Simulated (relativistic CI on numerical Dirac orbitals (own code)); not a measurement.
## Electric-dipole lines of Ta LXV

These numbers are calculated, not measured: Dirac-Coulomb-Breit CI, KLI orbitals optimised for each configuration, a model potential for QED, unscaled Slater integrals (own radial code, finite nucleus).

CI space (outside the closed core 1s2): 2s2 2p5, 2s 2p6, 2p6 3s, 2s2 2p4 3s, 2p6 3p, 2p6 3d, 2s2 2p4 3p, 2s2 2p4 3d, 2s 2p5 3s, 2s 2p5 3p, 2s 2p5 3d, 2s2 2p4 4s, 2s2 2p4 4p, 2s2 2p4 4d, 2s2 2p4 4f, 2s2 2p3 3s2. Levels of other configurations are missing.

```tsv
λ vac (nm)	Lower	Upper	A (s⁻¹)	E lower (eV)	E upper (eV)
0.12108	2s2 2p5 2P°_1/2 [2]	2s2 2p4 3d 2D_3/2 [97]	1.17e+15	1305.6	11545.3
0.12134	2s2 2p5 2P°_3/2 [1]	2s2 2p4 3d 2P_3/2 [55]	1.41e+15	0.0	10218.0
0.12140	2s2 2p5 2P°_3/2 [1]	2s2 2p4 3d 2F_5/2 [54]	1.23e+15	0.0	10212.6
0.12173	2s 2p6 2S_1/2 [3]	2s 2p5 3d 2P°_3/2 [139]	1.53e+15	1775.3	11960.5
0.13744	2s2 2p5 2P°_3/2 [1]	2s2 2p4 3d 2D_5/2 [25]	1.04e+15	0.0	9021.2
0.13753	2s2 2p5 2P°_1/2 [2]	2s2 2p4 3d 2P_1/2 [63]	2.89e+15	1305.6	10320.8
0.13762	2s2 2p5 2P°_1/2 [2]	2s2 2p4 3d 2D_3/2 [62]	2.68e+15	1305.6	10314.7
0.13777	2s 2p6 2S_1/2 [3]	2s 2p5 3d 2P°_3/2 [85]	2.06e+15	1775.3	10774.7
0.13796	2s2 2p5 2P°_3/2 [1]	2s2 2p4 3d 2P_3/2 [24]	1.89e+15	0.0	8986.8
0.13798	2s2 2p5 2P°_3/2 [1]	2s2 2p4 3d 2D_5/2 [23]	1.53e+15	0.0	8985.4
0.13864	2s 2p6 2S_1/2 [3]	2s 2p5 3d 2P°_1/2 [82]	2.69e+15	1775.3	10718.4
0.40191	2s2 2p4 3p 4D°_7/2 [11]	2s2 2p4 4d 4F_9/2 [116]	1.26e+14	8716.9	11801.8
0.41703	2s2 2p4 3d 2D_3/2 [19]	2s2 2p4 4f 2F°_5/2 [134]	2.31e+14	8923.7	11896.7
0.41732	2s2 2p4 3d 4D_5/2 [16]	2s2 2p4 4f 2G°_7/2 [124]	1.81e+14	8863.5	11834.5
0.41753	2s2 2p4 3d 2F_7/2 [17]	2s2 2p4 4f 2G°_9/2 [123]	2.42e+14	8864.5	11833.9
0.42659	2s2 2p4 3d 2G_9/2 [59]	2s2 2p4 4f 2H°_11/2 [189]	2.54e+14	10276.6	13183.0
0.42687	2s2 2p4 3d 2F_7/2 [20]	2s2 2p4 4f 2G°_9/2 [129]	2.23e+14	8946.6	11851.2
0.42701	2s2 2p4 3d 4F_9/2 [21]	2s2 2p4 4f 4G°_11/2 [128]	2.54e+14	8947.3	11850.9
0.42860	2s2 2p4 3d 2D_5/2 [25]	2s2 2p4 4f 2F°_7/2 [137]	2.45e+14	9021.2	11914.0
0.43239	2s2 2p4 3d 2D_5/2 [23]	2s2 2p4 4f 2F°_7/2 [130]	1.86e+14	8985.4	11852.8
```

Terms are leading LS components. Brackets give the number of a level in order of energy, since labels repeat. The list gives strong lines, with weight on those to low levels, without lines whose two gauges differ by over a factor of 2.5, among the lowest 200 of 205 levels, so that lines to higher ones, which can be the strongest, are missing. Levels whose partners in the same complex of configurations lie outside the list can be far off, and so can their lines. Rates are taken at the computed energies, electric ones in the length gauge.

At this charge energies of transitions that change n are usually good to better than 1 %, and those within a shell (Δn = 0) to a few per cent.

LS names give the leading component of a level, which can be under half, so a name can repeat, a term be missing and a line seem to break the LS rules.
